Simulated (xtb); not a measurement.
Cl₃Sc, charge +1, doublet, from a rough starting geometry (GFN-xTB shapes and energies of metal compounds can be far from the true ones) (the multiplicity is a formal guess); GFN2-xTB (xtb).

The xtb input:
```
$ xtb mol.xyz --gfn 2 --chrg 1 --uhf 1 --opt vtight --json

# file mol.xyz
4

Sc     0.01375060     0.00385458    -0.00078009
Cl     2.10779605    -0.35619620    -0.64368599
Cl    -0.79197453    -0.92960842     1.93976842
Cl    -1.33373223     1.27408238    -1.30185785
```

It wrote (shortened):

```
   ID    Z sym.   atoms
    1   21 Sc     1
    2   17 Cl     2-4

           -------------------------------------------------
          |                Calculation Setup                |
           -------------------------------------------------

           -------------------------------------------------
          |                 G F N 2 - x T B                 |
           -------------------------------------------------

          ...................................................
          :                      SETUP                      :
          :.................................................:
          :  # basis functions                  40          :
          :  # atomic orbitals                  36          :
          :  # shells                           12          :
          :  # electrons                        23          :
          :  max. iterations                   250          :
          :  Hamiltonian                  GFN2-xTB          :
          :  restarted?                      false          :
          :  GBSA solvation                  false          :
          :  PC potential                    false          :
          :  electronic temp.          300.0000000     K    :
          :  accuracy                    1.0000000          :
          :  -> integral cutoff          0.2500000E+02      :
          :  -> integral neglect         0.1000000E-07      :
          :  -> SCF convergence          0.1000000E-05 Eh   :
          :  -> wf. convergence          0.1000000E-03 e    :
          :  Broyden damping             0.4000000          :
          :  net charge                          1          :
          :  unpaired electrons                  1          :
          ...................................................

 iter      E             dE          RMSdq      gap      omega  full diag
   1     -9.3749320 -0.937493E+01  0.353E+01    0.25       0.0  T
   2    -13.4132266 -0.403829E+01  0.217E+01   11.88       1.0  T
   3    -13.8199791 -0.406753E+00  0.167E+01    8.22       1.0  T
   4    -13.9082251 -0.882460E-01  0.160E+01    7.91       1.0  T
   5    -13.8933535  0.148716E-01  0.159E+01    7.83       1.0  T
   6    -13.8230700  0.702835E-01  0.170E+01    8.02       1.0  T
   7    -13.8988802 -0.758102E-01  0.146E+01    7.05       1.0  T
   8    -13.9998171 -0.100937E+00  0.127E+01    5.69       1.0  T
   9    -14.2169145 -0.217097E+00  0.883E+00    1.75       1.0  T
[...]
 * total energy  :   -14.2526106 Eh     change       -0.7905797E-05 Eh
 * total energy  :   -14.2526147 Eh     change       -0.4129545E-05 Eh
 * total energy  :   -14.2526160 Eh     change       -0.1246128E-05 Eh
 * total energy  :   -14.2526167 Eh     change       -0.7574372E-06 Eh
 * total energy  :   -14.2526174 Eh     change       -0.6111708E-06 Eh
 * total energy  :   -14.2526178 Eh     change       -0.4888892E-06 Eh
 * total energy  :   -14.2526183 Eh     change       -0.4671849E-06 Eh
 * total energy  :   -14.2526189 Eh     change       -0.5540407E-06 Eh
 * total energy  :   -14.2526195 Eh     change       -0.6119338E-06 Eh
 * total energy  :   -14.2526199 Eh     change       -0.4315497E-06 Eh
 * total energy  :   -14.2526201 Eh     change       -0.1474291E-06 Eh
 * total energy  :   -14.2526201 Eh     change       -0.3272777E-07 Eh
   *** GEOMETRY OPTIMIZATION CONVERGED AFTER 39 ITERATIONS ***
         :: total energy             -14.252620084829 Eh    ::
[...]
       ...                                ...                  ...
        36                          0.1867380               5.0814
      -------------------------------------------------------------
                  HL-Gap            0.0703785 Eh            1.9151 eV
             Fermi-level           -0.6277197 Eh          -17.0811 eV

     #   Z          covCN         q      C6AA      α(0)
     1  21 Sc       2.211     0.901   192.778    31.006
     2  17 Cl       0.737     0.033    97.973    15.140
     3  17 Cl       0.737     0.033    97.977    15.140
     4  17 Cl       0.737     0.033    97.967    15.140

 Mol. C6AA /au·bohr⁶  :       1848.541127
 Mol. C8AA /au·bohr⁸  :     119273.197667
 Mol. α(0) /au        :         76.426199

Wiberg/Mayer (AO) data.
largest (>0.10) Wiberg bond orders for each atom

 ---------------------------------------------------------------------------
     #   Z sym  total        # sym  WBO       # sym  WBO       # sym  WBO
 ---------------------------------------------------------------------------
     1  21 Sc   3.002 --     3 Cl   1.001     2 Cl   1.001     4 Cl   1.000
     2  17 Cl   1.280 --     1 Sc   1.001     4 Cl   0.140     3 Cl   0.139
     3  17 Cl   1.281 --     1 Sc   1.001     4 Cl   0.140     2 Cl   0.139
     4  17 Cl   1.280 --     1 Sc   1.000     2 Cl   0.140     3 Cl   0.140
 ---------------------------------------------------------------------------

Topologies differ in total number of bonds
Writing topology from bond orders to xtbtopo.mol

molecular dipole:
                 x           y           z       tot (Debye)
 q only:        0.317       0.918       0.592
   full:        0.385       1.110       0.718       3.500
molecular quadrupole (traceless):
                xx          xy          yy          xz          yz          zz
 q only:       -0.301       0.267       0.369       0.172       0.499      -0.068
  q+dip:       -0.523       0.464       0.641       0.300       0.867      -0.118
   full:       -1.029       0.896       1.293       0.602       1.694      -0.264

optimized geometry written to: xtbopt.xyz

           -------------------------------------------------
          | TOTAL ENERGY              -14.252620084829 Eh   |
          | GRADIENT NORM               0.000017571315 Eh/α |
          | HOMO-LUMO GAP               1.915097677703 eV   |
           -------------------------------------------------

normal termination of xtb
```
